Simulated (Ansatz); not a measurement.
Computed with Ansatz on PBE0-D4/def2-TZVP structures; ΔE is electronic, products minus reactants. CCSD(T)/CBS is the MP2 limit (def2-TZVPP, def2-QZVPP) plus CCSD(T) − MP2 in def2-TZVPP, frozen cores. DFT in def2-TZVPP. B3LYP here is the variant with VWN-RPA as its local correlation; programs differ in this. def2 core potentials past Kr. For Sn outer-core shells are correlated without core-valence functions, which leaves a few kJ/mol of doubt a bond. One conformer a species, not always the lowest.

Consider the redistribution: `F[BH][SnH2][SiH3]` + `FCC[SiH3]` → `FBC[SiH3]` + `F[CH2][SnH2][SiH3]`.

`F[BH][SnH2][SiH3]`:

```xyz
10

F    -1.374   -1.338   -2.384
B    -0.185   -0.918   -2.003
Sn   -0.023    0.816   -0.549
Si    0.175   -0.031    1.867
H     0.763   -1.514   -2.439
H    -1.374    1.859   -0.648
H     1.372    1.743   -0.895
H    -1.038   -0.807    2.239
H     0.322    1.108    2.810
H     1.361   -0.918    2.002
```

`FCC[SiH3]`:

Z-matrix (Å, degrees):
```
C
C 1 1.510
F 1 1.388 2 110.2
H 1 1.094 2 112.0 3 119.1
H 1 1.095 2 111.3 3 -118.9
Si 2 1.886 1 114.0 3 53.9
H 2 1.096 1 108.5 3 174.4
H 2 1.095 1 110.2 3 -69.2
H 6 1.488 2 109.5 1 50.3
H 6 1.483 2 111.9 1 -70.9
H 6 1.488 2 108.9 1 169.0
```

`FBC[SiH3]`:

Cartesian coordinates in Å:
```
F -1.307 1.338 1.591
B -0.454 0.331 1.443
C -0.521 -0.553 0.180
Si 0.667 0.082 -1.142
H 0.364 0.193 2.311
H -0.200 -1.578 0.392
H -1.518 -0.564 -0.271
H 2.060 0.098 -0.622
H 0.297 1.460 -1.553
H 0.613 -0.807 -2.331
```

`F[CH2][SnH2][SiH3]`:

Z-matrix (Å, degrees):
```
C
Sn 1 2.175
F 1 1.387 2 109.7
H 1 1.093 2 110.5 3 119.4
H 1 1.093 2 111.0 3 -119.7
Si 2 2.561 1 109.1 3 -45.9
H 2 1.713 1 107.5 3 -167.3
H 2 1.710 1 108.5 3 76.1
H 6 1.487 2 109.7 1 -55.1
H 6 1.487 2 110.3 1 -174.9
H 6 1.485 2 110.1 1 64.9
```

| level | ΔE (kcal/mol) | difference from CCSD(T)/CBS |
| --- | --- | --- |
| PBE-D4 | -8.7 | 0.3 |
| r2SCAN-D4 | -9.4 | -0.4 |
| PBE0-D4 | -8.5 | 0.5 |
| B3LYP-D4 | -9.3 | -0.3 |
| ωB97M-V | -9.3 | -0.3 |
| B2PLYP | -9.2 | -0.2 |
| PBE | -8.6 | 0.4 |
| r2SCAN | -9.4 | -0.4 |
| PBE0 | -8.4 | 0.6 |
| HF/def2-TZVPP | -8.0 | 1.0 |
| MP2/def2-TZVPP | -9.4 | -0.4 |
| CCSD/def2-TZVPP | -8.4 | 0.6 |
| CCSD(T)/def2-TZVPP | -8.6 | 0.4 |
| HF/def2-QZVPP | -8.1 | 0.9 |
| MP2/def2-QZVPP | -9.7 | -0.7 |
| SCS-MP2/def2-QZVPP | -9.2 | -0.2 |
| CCSD(T)/CBS | -9.0 | 0 |

Largest T1 diagnostic among the species: 0.014.
